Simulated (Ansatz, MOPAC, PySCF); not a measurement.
Pair of molecules: N2 (SMILES N#N) (first 2 atoms) with C2H6O (SMILES CCO); geometry from B3LYP-D3(BJ)/def2-TZVP, rigid monomers moved along the line of their centres of mass till N2···H11 is 2.77 Å.
(charge 0, multiplicity 1):
```xyz
11

N      1.14415     0.98750    -0.19306
N      0.77129     0.24647     0.51469
C     -1.47668     0.40277     4.05704
C     -0.02177     0.04003     4.30571
O      0.32942    -1.23115     3.77071
H     -1.72194     1.36009     4.52346
H     -2.13674    -0.36286     4.46742
H     -1.68090     0.49065     2.98674
H      0.63752     0.82199     3.90698
H      0.17377    -0.03160     5.37666
H      0.22856    -1.19222     2.81353
```

Counterpoise-corrected where a basis set is named; no monomer relaxation. Rows marked so take none.

Correlated levels freeze the cores. Rows in 6-311+G**, 6-31G* carry no dispersion term and start afresh at each structure (6-31G* with six Cartesian d functions). The state that PM7 reach isn't checked; PM7 holds dispersion and hydrogen-bond terms.

The values were computed with Ansatz (an electronic-structure program) with Gaussian orbitals; MOPAC for PM7 (differences of heats of formation); PySCF for 6-311+G** rows, 6-31G* rows, the dispersion terms. Values without a source in brackets are computed.

| level | interaction energy (meV) |
|---|---|
| PM7 | -97.5 |
| PBE-D3(BJ)/def2-TZVPPD | -59.4 |
| BP86/6-31G* (no counterpoise) | -26.2 |
| r2SCAN/def2-TZVPPD | -33.3 |
| B3LYP/6-311+G** (no counterpoise) | -21.9 |
| B3LYP-D3(BJ)/def2-TZVPPD | -50.1 |
| wB97M-V/def2-TZVPPD | -46.9 |
| CCSD/aug-cc-pVDZ | [?] |
| CCSD(T)/aug-cc-pVDZ | -46.6 |

Problem. Some entries are withheld; supply them.

Solution. 
- CCSD/aug-cc-pVDZ, interaction energy (meV): -41.0
